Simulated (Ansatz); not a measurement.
**Question.** Name a neutral molecule of C, F, O, Si and H with HOMO–LUMO gap (PBE0/def2-TZVPP) between 6.05 and 6.35 eV and size of the dipole moment (PBE/def2-TZVPP) between 1.50 and 1.80 D (Ansatz, PBE0-D4/def2-TZVP geometry).

**Answer.** `CO[Si]F` (6.17 eV, 1.52 D). Other molecules can fit too; these were computed, each in one conformer that needn't be the lowest.
